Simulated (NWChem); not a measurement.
System: CH$_{5}$InO$_{2}$; SMILES [OH][In]([CH3])[OH]

The following NWChem deck was run.

```
start job
memory heap 200 mb stack 900 mb global 1100 mb
geometry units angstroms noautoz
  In    -0.031357     0.031802    -0.001515
  C     -0.015879     2.171997    -0.001454
  H      1.022501     2.518430    -0.085660
  H     -0.452450     2.544507     0.935611
  H     -0.602752     2.552444    -0.848647
  O      1.644846    -1.052513    -0.000359
  H      1.447589    -1.996462     0.002723
  O     -1.585945    -1.236123     0.001156
  H     -2.441537    -0.793519     0.000524
end
basis spherical
  * library def2-svp
end
ecp
  In library def2-ecp
end
dft
  xc b3lyp
  grid fine
  iterations 150
  mulliken
end
task dft gradient
```

NWChem printed, in part:

```
             Northwest Computational Chemistry Package (NWChem) 7.3.0
             --------------------------------------------------------

 C1  symmetry detected

                             Geometry "geometry" -> ""
                             -------------------------

 Output coordinates in angstroms (scale by  1.889725989 to convert to a.u.)

  No.       Tag          Charge          X              Y              Z
 ---- ---------------- ---------- -------------- -------------- --------------
    1 In                  49.0000    -0.00373229     0.01702932    -0.00055836
    2 C                    6.0000    -0.13232574     2.15341325     0.00072072
    3 H                    1.0000     0.88041158     2.56899373    -0.08291837
    4 H                    1.0000    -0.59327500     2.49514502     0.93784074
    5 H                    1.0000    -0.74320303     2.49400010    -0.84646601
    6 O                    8.0000     1.74164489    -0.95201868     0.00058157
    7 H                    1.0000     1.60836246    -1.90710465     0.00305836
    8 O                    8.0000    -1.46946435    -1.35264669     0.00083942
    9 H                    1.0000    -2.35290376    -0.96862754     0.00015281

 Effective nuclear repulsion energy (a.u.)     382.7062841171

                                 NWChem DFT Module
                                 -----------------

 Summary of "ao basis" -> "ao basis" (spherical)
 ------------------------------------------------------------------------------
       Tag                 Description            Shells   Functions and Types
 ---------------- ------------------------------  ------  ---------------------
 In                         def2-svp                10       26   4s4p2d
 C                          def2-svp                 6       14   3s2p1d
 H                          def2-svp                 3        5   2s1p
 O                          def2-svp                 6       14   3s2p1d

            General Information
            -------------------
          SCF calculation type: DFT
          Wavefunction type:  closed shell.
          No. of atoms     :     9
          No. of electrons :    48
           Alpha electrons :    24
            Beta electrons :    24
          Charge           :     0
          Spin multiplicity:     1
          Use of symmetry is: off; symmetry adaption is: off
          Maximum number of iterations: 150
          AO basis - number of functions:    93
                     number of shells:    43
          Convergence on energy requested:  1.00D-06
          Convergence on density requested:  1.00D-05
          Convergence on gradient requested:  5.00D-04

              XC Information
              --------------
                         B3LYP Method XC Potential
                     Hartree-Fock (Exact) Exchange  0.200
                        Slater Exchange Functional  0.800 local
                    Becke 1988 Exchange Functional  0.720 non-local
              Lee-Yang-Parr Correlation Functional  0.810
                  VWN I RPA Correlation Functional  0.190 local

             Grid Information
             ----------------
          Grid used for XC integration:  fine
          Radial quadrature: Mura-Knowles
          Angular quadrature: Lebedev.
          Tag              B.-S. Rad. Rad. Pts. Rad. Cut. Ang. Pts.
          ---              ---------- --------- --------- ---------
          In                  1.55      141          10.0       974
          C                   0.70       70          12.0       590
          H                   0.35       60          12.0       590
          O                   0.60       70          12.0       590
          Grid pruning is: on
          Number of quadrature shells:   651
          Spatial weights used:  Erf1

      Superposition of Atomic Density Guess
      -------------------------------------

 Sum of atomic energies:        -407.55381521

      Non-variational initial energy
      ------------------------------

 Total energy =    -379.608046
 1-e energy   =    -980.716165
 2-e energy   =     406.512457
 HOMO         =      -0.372530
 LUMO         =      -0.060642

     ---------------------------------------------
      Total Density - Mulliken Population Analysis
     ---------------------------------------------

    Atom       Charge   Shell Charges
 -----------   ------   -------------------------------------------------------
    1 In  21    19.58   2.59 -0.60  0.66  0.28  3.23  2.76  0.45  0.11  9.71  0.39
    2 C    6     6.50   1.99  0.95  0.29  2.00  1.26  0.01
    3 H    1     0.87   0.66  0.19  0.03
    4 H    1     0.86   0.65  0.18  0.03
    5 H    1     0.87   0.65  0.18  0.03
    6 O    8     8.99   1.99  1.12  0.69  3.12  2.07  0.00
    7 H    1     0.67   0.54  0.07  0.06
    8 O    8     8.99   1.99  1.11  0.69  3.12  2.08  0.00
    9 H    1     0.67   0.53  0.07  0.06

[...]

                         DFT ENERGY GRADIENTS

    atom               coordinates                        gradient
                 x          y          z           x          y          z
   1 In     -0.007053   0.032181  -0.001055    0.000613  -0.000793   0.000010
   2 C      -0.250059   4.069361   0.001362    0.000029  -0.004872  -0.000011
   3 H       1.663737   4.854694  -0.156693   -0.000265  -0.000127   0.000029
   4 H      -1.121127   4.715140   1.772262    0.000130  -0.000025  -0.000326
   5 H      -1.404450   4.712977  -1.599589    0.000176  -0.000024   0.000304
   6 O       3.291232  -1.799054   0.001099   -0.004246  -0.000972   0.000008
   7 H       3.039364  -3.603905   0.005779    0.000061   0.003493  -0.000011
   8 O      -2.776885  -2.556132   0.001586    0.000125   0.004475  -0.000010
   9 H      -4.446343  -1.830441   0.000289    0.003377  -0.001155   0.000006
```

Level: B3LYP/def2-SVP with def2 effective core potentials on In. Structure relaxed at the PBE0/def2-SVP level. B3LYP is NWChem's, with the RPA form of VWN correlation. def2 effective core potentials on In; no spin-orbit coupling.
